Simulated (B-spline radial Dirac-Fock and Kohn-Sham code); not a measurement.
# Magnetic form factor of the 4d shell of Mo

System: neutral molybdenum, configuration [Kr] 4d4 5s2 (not the ground configuration).

The run's input, task.json:

```json
{"items": [{
  "Z": 42,
  "q": 0,
  "cfg": [[1, 0, 2], [2, 0, 2], [2, 1, 6], [3, 0, 2], [3, 1, 6], [3, 2, 10], [4, 0, 2], [4, 1, 6], [4, 2, 4], [5, 0, 2]],
  "A": 98,
  "rrms": 4.4091,
  "do": ["scatter"],
  "s": [0.0, 0.05, 0.1, 0.15, 0.2, 0.25, 0.3, 0.35, 0.4, 0.45, 0.5, 0.6, 0.7, 0.8, 0.9, 1.0, 1.1, 1.2, 1.4, 1.6, 1.8, 2.0, 2.5, 3.0, 3.5, 4.0, 5.0, 6.0],
  "pz": [0, 0.1, 0.2, 0.3, 0.4, 0.5, 0.6, 0.8, 1.0, 1.2, 1.4, 1.6, 1.8, 2.0, 2.5, 3.0, 4.0, 5.0, 7.0, 10.0, 15.0, 20.0, 30.0, 40.0, 60.0, 100.0],
  "hv_scatter": [2000, 5000, 8047.8, 17479.3, 100000, 200000, 500000, 1000000]
}]}
```

Command: `python xray_run.py task.json out`

The computed values come from a radial finite-basis atomic code: Dirac-Fock orbitals of the configuration average with a finite nucleus. ⟨j_K⟩ is the integral of the 4d radial density with the spherical Bessel function j_K(4πsr), s = sin θ/λ.

```tsv
s (Å⁻¹)	⟨j0⟩	⟨j2⟩	⟨j4⟩
0	1.0000	0.0000	0.0000
0.05	0.9303	0.0274	0.0004
0.1	0.7534	0.0916	0.0050
0.15	0.5379	0.1571	0.0183
0.2	0.3409	0.1991	0.0394
0.25	0.1894	0.2117	0.0628
0.3	0.0866	0.2008	0.0830
0.35	0.0244	0.1754	0.0970
0.4	-0.0082	0.1438	0.1040
0.45	-0.0213	0.1117	0.1046
0.5	-0.0227	0.0824	0.1001
0.6	-0.0105	0.0379	0.0823
0.7	0.0045	0.0119	0.0604
0.8	0.0146	-0.0003	0.0403
0.9	0.0192	-0.0039	0.0244
1	0.0197	-0.0032	0.0132
1.1	0.0178	-0.0007	0.0059
1.2	0.0148	0.0021	0.0016
1.4	0.0085	0.0063	-0.0011
1.6	0.0038	0.0081	-0.0003
```

Radial moments of the shell: ⟨r²⟩ = 3.955, ⟨r⁴⟩ = 31.94, ⟨r⁶⟩ = 482.0 in powers of bohr.
